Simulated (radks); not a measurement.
Results of a calculation; reference values are marked as such.
The silver ion Ag3+, configuration [Kr] 4d6 4f2 (not the ground configuration).

Code: a radial shooting solver on a logarithmic mesh with Libxc functionals. Model: scalar-relativistic Kohn-Sham, PBE, spin-unpolarised, spherical densities, finite nucleus; Fermi nuclear charge, rms radius 4.5454 fm.

Energy parts (hartree):
part                        energy
total                  -5310.63781
kinetic                 5517.31230
electron-nucleus      -12749.13297
Hartree                 2068.11185
exchange-correlation    -146.92900

Orbitals (lengths in bohr, moments of r in powers of bohr; <r^-3> diverges for s and p1/2; r(max) is where P^2 peaks):
orbital  occ.  eigenvalue (hartree)     <r^2>   r(max)  <r^-3>
1s          2             -932.9733  0.001309  0.02016       -
2s          2             -139.2133   0.02146   0.1140       -
2p          6             -125.0955   0.01691  0.09114    3778
3s          2             -27.24147    0.1552   0.3325       -
3p          6             -22.60401    0.1567   0.3257   676.1
3d         10             -15.29643    0.1420   0.2736   92.45
4s          2              -5.48629    0.9066   0.8174       -
4p          6              -4.11015     1.069   0.8670   118.7
4d          6              -2.09355     1.611   0.9847   11.40
4f          2              -0.50794     11.06    2.579  0.2247

The highest occupied level is 4f at -13.822 eV. The density falls to 0.001 e/bohr^3 at r = 4.55 bohr. The electron density at the nucleus is 1.494e+05 e/bohr^3 (large components only).
